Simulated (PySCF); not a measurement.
Harmonic spectrum computed at PBE0 in the def2-SVP basis family (core potentials from Rb on, PySCF, no spin–orbit coupling):

```tsv
ω (cm⁻¹)	IR (km/mol)
71	0.0
162	0.0
177	2.2
184	0.6
186	2.6
314	134
346	55.1
977	73.7
1057	65.8
```

Q: Which molecule gave it? In each, all ligands are bound to the one heavy central atom.
A. TeO₂I₂ (singlet)
B. WO₂I₂ (singlet)
C. SeO₂I₂ (singlet)
D. SO₂I₂ (singlet)

A: C. It has C2v symmetry with Se–I 2.583 Å (×2), Se–O 1.596 Å (×2).
